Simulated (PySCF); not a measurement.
Compound: C6H8NO (doublet state).
Numbering: `[CH2:1][NH:2][C:3](=[O:4])[CH2:5][CH:6]=[C:7]=[CH2:8]` (hydrogens: H9, H10 on C1; H11 on N2; H12, H13 on C5; H14 on C6; H15, H16 on C8)

Structure used (GFN2-xTB), in Å, numbered top down from 1:
```xyz
16
C6H8NO angstrom
C     -2.6846    0.6899   -0.0973
N     -1.4374    0.1707   -0.1595
C     -1.1058   -1.1154    0.1910
O     -1.9207   -1.9177    0.6078
C      0.3747   -1.4129   -0.0076
C      1.2239   -0.4106    0.7261
C      1.8872    0.5415    0.1436
C      2.5541    1.4713   -0.4619
H     -3.4730    0.0533    0.2476
H     -2.8461    1.7056   -0.3904
H     -0.6807    0.7690   -0.4696
H      0.6002   -1.3878   -1.0769
H      0.5651   -2.4180    0.3698
H      1.2304   -0.4970    1.8045
H      3.5778    1.3268   -0.7693
H      2.1272    2.4404   -0.6693
```

The hyperfine couplings belong to this conformer and change with its torsions.

Method used: UKS B3LYP, pcH-1 on C H N O, non-relativistic, mean-field spin-orbit, GIAO in PySCF. The structure is a single GFN2-xTB conformer in the gas phase; no vibrational or solvent corrections. The geometry wasn't refined by DFT: couplings that depend on bond lengths, twists or pyramidal angles can differ widely from those at the functional's own minimum. The SCF solution wasn't tested for stability.

Principal values of hyperfine tensors in MHz (contact and dipolar terms together), for some of the nuclei:

```
atom  isotope      A1      A2      A3
  C1      13C    0.25    1.92  207.36
  H9       1H  -89.28  -57.14  -25.34
 H10       1H  -91.14  -56.07  -23.93
 H12       1H   10.98   11.55   16.08
  O4      17O  -42.35    9.06    9.99
 H11       1H  -12.40  -11.68    3.74
  C6      13C    5.08    5.84    7.01
  N2      14N   -8.46   -7.45    5.41
```

**Question.** Split each tensor into its isotropic and traceless parts, and turn a_iso into mT with g = 2.0029.

**Answer.** a_iso is a third of the trace, T = A − a_iso, and a(mT) = a(MHz)/(g × 13.996).

```
atom  a_iso (MHz)  a_iso (mT)      T1      T2      T3
  C1        69.84       2.491  -69.59  -67.92  137.52
  H9       -57.25      -2.042  -32.03    0.12   31.91
 H10       -57.05      -2.035  -34.09    0.98   33.12
 H12        12.87       0.459   -1.89   -1.32    3.21
  O4        -7.77      -0.277  -34.58   16.82   17.76
 H11        -6.78      -0.242   -5.62   -4.90   10.52
  C6         5.98       0.213   -0.89   -0.14    1.03
  N2        -3.50      -0.125   -4.96   -3.95    8.91
```

**Question.** What spin density at the nucleus of C6 lies behind its contact coupling (g_N = 1.40482)?

**Answer.** a_FC = 800.24 MHz bohr³ × g_N × ρ(0)/(2S). With a_FC = 5.98 MHz and 2S = 1, ρ(0) = 0.005316 bohr⁻³.

**Question.** C5 (13C, g_N = 1.40482) isn't in the table. Its spin density at the nucleus is -0.004073 bohr⁻³. What is its contact coupling?

**Answer.** By the same relation, a_FC = -4.58 MHz. Its full tensor has the principal values -5.17, -4.56, -4.00 MHz.

**Question.** Which nucleus of the table has the largest anisotropic coupling, and what is its form?

**Answer.** C1: -69.6, -67.9, 137.5 MHz, axial, in the ratio −1:−1:+2, the form that spin in one p orbital centred on that nucleus gives.

**Question.** In a single crystal, with the field along each principal axis of the tensor of C1 in turn, what first-order splitting does this nucleus give (isotropic g, quadrupole terms neglected)?

**Answer.** 2 lines (I = 1/2), spaced by |A_i|/(g × 13.996): 0.01, 0.07, 7.40 mT along the axes of A1, A2 and A3.

Time: 69 s (grids of density and orbitals included); peak memory 0.96 GiB. Hardware: Arm Neoverse V2, one thread (shared host).
